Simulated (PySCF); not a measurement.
## Molecular orbitals of BiBr

r²SCAN at R = 2.617 Å; Bi def2-SVP with ECP60, Br def2-SVP; scalar-relativistic core potentials (PySCF 2.14). State: ³Σ⁻ (triplet), unpaired electrons π ↑↑. Only the outer orbitals are listed, counted within each symmetry, core potentials removing the inner ones.

```json
{"spin": "α", "orbital": "10σ", "occ.": "1", "ε (eV)": "-19.55", "on Bi (%)": "12", "main shells (%)": "88 Br s, 9 Bi s"}
{"spin": "α", "orbital": "11σ", "occ.": "1", "ε (eV)": "-15.76", "on Bi (%)": "87", "main shells (%)": "86 Bi s, 10 Br s"}
{"spin": "α", "orbital": "12σ", "occ.": "1", "ε (eV)": "-8.54", "on Bi (%)": "32", "main shells (%)": "66 Br p, 28 Bi p"}
{"spin": "α", "orbital": "6π", "occ.": "1", "ε (eV)": "-7.55", "on Bi (%)": "21", "main shells (%)": "78 Br p, 21 Bi p"}
{"spin": "α", "orbital": "6π", "occ.": "1", "ε (eV)": "-7.55", "on Bi (%)": "21", "main shells (%)": "78 Br p, 21 Bi p"}
{"spin": "α", "orbital": "7π", "occ.": "1", "ε (eV)": "-5.45", "on Bi (%)": "79", "main shells (%)": "79 Bi p, 20 Br p"}
{"spin": "α", "orbital": "7π", "occ.": "1", "ε (eV)": "-5.45", "on Bi (%)": "79", "main shells (%)": "79 Bi p, 20 Br p"}
{"spin": "α", "orbital": "13σ", "occ.": "0", "ε (eV)": "-2.72", "on Bi (%)": "74", "main shells (%)": "71 Bi p, 26 Br p"}
{"spin": "α", "orbital": "14σ", "occ.": "0", "ε (eV)": "4.45", "on Bi (%)": "98", "main shells (%)": "89 Bi s, 8 Bi d"}
{"spin": "α", "orbital": "15σ", "occ.": "0", "ε (eV)": "6.20", "on Bi (%)": "89", "main shells (%)": "82 Bi p, 12 Br d"}
{"spin": "β", "orbital": "10σ", "occ.": "1", "ε (eV)": "-19.38", "on Bi (%)": "8", "main shells (%)": "92 Br s"}
{"spin": "β", "orbital": "11σ", "occ.": "1", "ε (eV)": "-14.40", "on Bi (%)": "88", "main shells (%)": "88 Bi s"}
{"spin": "β", "orbital": "12σ", "occ.": "1", "ε (eV)": "-8.33", "on Bi (%)": "29", "main shells (%)": "70 Br p, 23 Bi p"}
{"spin": "β", "orbital": "6π", "occ.": "1", "ε (eV)": "-7.23", "on Bi (%)": "7", "main shells (%)": "93 Br p"}
{"spin": "β", "orbital": "6π", "occ.": "1", "ε (eV)": "-7.23", "on Bi (%)": "7", "main shells (%)": "93 Br p"}
{"spin": "β", "orbital": "7π", "occ.": "0", "ε (eV)": "-3.30", "on Bi (%)": "93", "main shells (%)": "93 Bi p"}
{"spin": "β", "orbital": "7π", "occ.": "0", "ε (eV)": "-3.30", "on Bi (%)": "93", "main shells (%)": "93 Bi p"}
{"spin": "β", "orbital": "13σ", "occ.": "0", "ε (eV)": "-1.94", "on Bi (%)": "78", "main shells (%)": "74 Bi p, 21 Br p"}
```

Task: Which are the highest filled and the lowest empty level, where do they sit, and how wide is the gap?

Result: Highest filled α 7π at -5.45 eV (in %: 79 Bi p, 20 Br p); lowest empty β 7π at -3.30 eV (in %: 93 Bi p); the gap at r²SCAN is 2.15 eV. Both belong to one degenerate shell, split only by its one-sided filling, so this is no excitation gap.

```json
{
  "bond order (Mayer)": "1.08",
  "⟨S²⟩": "2.007",
  "charge on Bi (Mulliken, basis-dependent)": "0.30",
  "charge on Bi (Löwdin, basis-dependent)": "0.17",
  "dipole moment (positive dipole means Bi(−)Br(+))": "-2.93 D"
}
```

These are scalar-relativistic numbers at best; spin–orbit coupling would shift them, the dissociation energy most. The state was picked by a PBE0 search and need not be the measured ground state.
